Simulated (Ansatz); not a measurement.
Cost and result for the atomization energy of C5H12Cl2Si2 (`C[SiH](C)/C=C/[Si](C)(Cl)Cl`) (21 atoms, 20 bonds).

```
atom   x (Å)   y (Å)   z (Å)
  C1  -1.394   1.070   2.441
 Si2  -1.014   1.404   0.639
  C3  -2.593   1.485  -0.362
  C4   0.100   0.059  -0.036
  C5   1.322   0.280  -0.530
 Si6   2.402  -1.065  -1.190
  C7   1.652  -2.754  -1.099
 Cl8   2.861  -0.637  -3.149
 Cl9   4.172  -1.057  -0.140
 H10  -1.916   0.117   2.560
 H11  -0.478   1.031   3.035
 H12  -2.033   1.855   2.854
 H13  -0.259   2.683   0.505
 H14  -3.142   0.541  -0.304
 H15  -3.248   2.276   0.013
 H16  -2.382   1.690  -1.413
 H17  -0.272  -0.969  -0.025
 H18   1.709   1.299  -0.549
 H19   2.351  -3.487  -1.505
 H20   0.729  -2.797  -1.682
 H21   1.433  -3.022  -0.063
```

Charge 0, multiplicity 1. The structure was optimised at the PBE0-D4/def2-TZVP level. It is one conformer, not always the lowest. Program: Ansatz. All runs use 6 threads of an AMD EPYC 7R13 on a shared host and a share of an NVIDIA H100 80 GB. Times are those of one run each, without the atoms' runs, and a repeat can differ threefold. Electronic energies, without spin–orbit coupling; frozen cores. CCSD(T)/CBS adds CCSD(T) − MP2 in def2-TZVPP to the MP2 limit, and its time is that of the two runs behind it. T1 = 0.010. B3LYP takes the VWN-RPA correlation (the form of Gaussian; ORCA's B3LYP/G).

CCSD(T)/CBS is a level of theory with its own doubt, some kJ/mol a heavy atom from the limit and from the frozen cores, so smaller differences don't rank the functionals.

| level | functions | wall time |
| --- | --- | --- |
| PBE-D4/def2-TZVPP (with forces) | 491 | 5.5 s |
| B97M-V/def2-TZVPP | 491 | 5.5 s |
| CCSD(T)/def2-SVP | 202 | 6.5 s |
| revPBE-D4/def2-TZVPP | 491 | 7.5 s |
| r2SCANh-D4/def2-TZVPP | 491 | 9 s |
| r2SCAN-D4/def2-TZVPP (with forces) | 491 | 10 s |
| MP2/def2-QZVPP | 925 | 11 s |
| B3LYP-D4/def2-TZVPP (with forces) | 491 | 11 s |
| B2PLYP/def2-TZVPP | 491 | 13 s |
| ωB97M-V/def2-TZVPP (with forces) | 491 | 15 s |
| PBE-QIDH/def2-TZVPP | 491 | 16 s |
| CCSD(T)/def2-TZVPP | 491 | 62 s |
| CCSD(T)/CBS(def2) | – | 73 s |

Question: What atomization energy does each give, and how far from CCSD(T)/CBS? (Estimate.)

Answer: The calculation gave: 
```csv
level,atomization (kcal/mol),difference from CCSD(T)/CBS,per bond
PBE-D4/def2-TZVPP (with forces),1962.8,26.7,1.3
B97M-V/def2-TZVPP,1946.8,10.7,0.5
CCSD(T)/def2-SVP,1832.0,-104.1,-5.2
revPBE-D4/def2-TZVPP,1924.4,-11.7,-0.6
r2SCANh-D4/def2-TZVPP,1936.9,0.8,0.0
r2SCAN-D4/def2-TZVPP (with forces),1944.3,8.2,0.4
MP2/def2-QZVPP,1943.7,7.6,0.4
B3LYP-D4/def2-TZVPP (with forces),1932.0,-4.1,-0.2
B2PLYP/def2-TZVPP,1911.3,-24.8,-1.2
ωB97M-V/def2-TZVPP (with forces),1943.5,7.4,0.4
PBE-QIDH/def2-TZVPP,1933.9,-2.2,-0.1
CCSD(T)/def2-TZVPP,1889.2,-46.9,-2.3
CCSD(T)/CBS(def2),1936.1,0.0,0.0
```

Leaving LDA and LC-ωPBE aside and taking each functional with its dispersion term where it has one, the values, not all of them listed here, spread over 66.7 kcal/mol, from BHLYP-D4 to PBE-D4. LDA lies +231.1 kcal/mol from PBE without D4, its usual overbinding. In def2-TZVPP, CCSD(T) changes the Hartree–Fock value by +418.1 kcal/mol (the triples alone add +26.1 kcal/mol) and MP2 by +445.0 kcal/mol; breaking electron pairs costs correlation energy, which Hartree–Fock lacks. From PBE to PBE0 (25 % exact exchange), in def2-TZVPP and without D4, the atomization energy moves by −15.8 kcal/mol: exact exchange takes away binding that semilocal exchange gives to molecules.
